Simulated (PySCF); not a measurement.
B3LYP has the VWN-RPA correlation part, as in Gaussian. 

Cartesian coordinates (Å):
SMILES: C/N=C\N
```xyz
10

C      1.3885    -0.1208    -0.2820
N      0.4614     0.8182    -0.8855
C     -0.7713     0.6838    -0.6161
N     -1.3602    -0.2369     0.2206
H      1.1695    -1.1634    -0.5562
H      2.3991     0.0999    -0.6221
H      1.3829    -0.0593     0.8146
H     -1.4795     1.3868    -1.0526
H     -0.8350    -1.0445     0.5094
H     -2.3554    -0.3638     0.1629
```
Charge 0, multiplicity 1.

### Question
Predict the LUMO, total energy and HOMO from PySCF with B3LYP-D3(BJ)/def2-TZVP.

### Answer

The LUMO is 0.47 eV. The total energy is -189.4018 Ha and the HOMO is -6.59 eV.
